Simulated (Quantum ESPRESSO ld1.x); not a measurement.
Q: These are the eigenvalues of the occupied orbitals of an atom or ion with whole-number occupations (hartree). Calculated with ld1.x of Quantum ESPRESSO 7.5: scalar-relativistic Kohn-Sham, LDA (Slater exchange, Perdew-Zunger correlation), spin-unpolarised, spherical densities, point nucleus.

orbital  eigenvalue
1s         -1095.65

Which element is it, and in what charge state? The configuration may be excited.

A: Z = 47, silver, charge +45: Ag45+ in [He]. The 1s level, -1095.7 hartree, gives Z - s = 46.8 by -(Z - s)^2/2, which with screening and relativity narrows Z to a few neighbours, and the depths must fix Z and the occupations together.
